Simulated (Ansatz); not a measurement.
Born–Oppenheimer molecular dynamics of CH₉GaN₂Si (14 atoms, charge 0, multiplicity 1). It starts at the highest image of a converged band. Of that band: The profile has 2 maxima (images 1, 5) with wells between them (image 2): this band takes more than one step, which may be the mechanism or a detour left from its start path. A vibrational analysis at the climbing image gives one clearly imaginary mode, 118i cm⁻¹, and a faint second one (37i cm⁻¹) that may be numerical noise or a soft torsion: probably a first-order saddle point.

Computed with RHF/def2-SVP in Ansatz 0.2.0.

```
ensemble                      : NVE (velocity Verlet)
time step                     : 0.5 fs
steps asked                   : 200
starting velocities drawn for : 300 K
seed                          : 12300
```

First frame:

```xyz
14
Properties=species:S:1:pos:R:3
C -1.468 1.621 0.868
N -0.462 0.736 0.318
Si 0.077 -0.754 1.120
Ga -0.114 -2.660 -0.634
N 1.440 -1.250 -1.980
H -1.105 2.257 1.686
H -1.877 2.277 0.094
H -2.301 1.036 1.259
H 0.259 1.250 -0.153
H 1.432 -0.513 1.735
H -0.842 -0.918 2.288
H 2.330 -1.064 -1.545
H 0.998 -0.362 -2.158
H 1.620 -1.686 -2.869
```

**Question.** How far do the bonds stretch over the last three quarters of this one trajectory? (Pairs bonded in most of those frames.)

**Answer.** 
```json
{"bond": "C1–N2", "mean (Å)": "1.451", "spread (Å)": "0.008", "shortest": "1.43", "longest": "1.47"}
{"bond": "C1–H6", "mean (Å)": "1.097", "spread (Å)": "0.011", "shortest": "1.07", "longest": "1.12"}
{"bond": "C1–H7", "mean (Å)": "1.095", "spread (Å)": "0.011", "shortest": "1.08", "longest": "1.12"}
{"bond": "C1–H8", "mean (Å)": "1.093", "spread (Å)": "0.025", "shortest": "1.05", "longest": "1.13"}
{"bond": "N2–Si3", "mean (Å)": "1.783", "spread (Å)": "0.018", "shortest": "1.75", "longest": "1.81"}
{"bond": "N2–H9", "mean (Å)": "1.009", "spread (Å)": "0.036", "shortest": "0.95", "longest": "1.06"}
{"bond": "Si3–Ga4", "mean (Å)": "2.627", "spread (Å)": "0.029", "shortest": "2.58", "longest": "2.66"}
{"bond": "Si3–H10", "mean (Å)": "1.507", "spread (Å)": "0.015", "shortest": "1.48", "longest": "1.53"}
{"bond": "Si3–H11", "mean (Å)": "1.499", "spread (Å)": "0.002", "shortest": "1.49", "longest": "1.50"}
{"bond": "N5–H12", "mean (Å)": "1.010", "spread (Å)": "0.032", "shortest": "0.96", "longest": "1.07"}
{"bond": "N5–H13", "mean (Å)": "1.013", "spread (Å)": "0.031", "shortest": "0.96", "longest": "1.07"}
{"bond": "N5–H14", "mean (Å)": "1.007", "spread (Å)": "0.017", "shortest": "0.98", "longest": "1.04"}
```

Mean temperature of the second half: 218 K. The conserved energy stayed within 0.45 meV per atom of its start (net change 0.21 meV per atom), so the integration is sound. A run of 0.1 ps of so small a system gives no equilibrium averages. The orbitals stay closed-shell, which can raise the energy where a bond breaks towards radicals; this wasn't checked here.

The run took 7.5 min on 2 threads of Arm Neoverse V2, with other jobs on the host, peak memory 0.35 GiB.
